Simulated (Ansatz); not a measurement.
**Question.** Name a neutral molecule of C, Ga, Ge, N and H with LUMO energy (ωB97M-V/def2-TZVPP) between -0.60 and -0.30 eV and HOMO–LUMO gap (ωB97M-V/def2-TZVPP) between 9.20 and 9.50 eV (Ansatz, PBE0-D4/def2-TZVP geometry).

**Answer.** `[CH3][GaH][GeH2][C]#N` (-0.54 eV, 9.35 eV). Other molecules can fit too; these were computed, each in one conformer that needn't be the lowest.
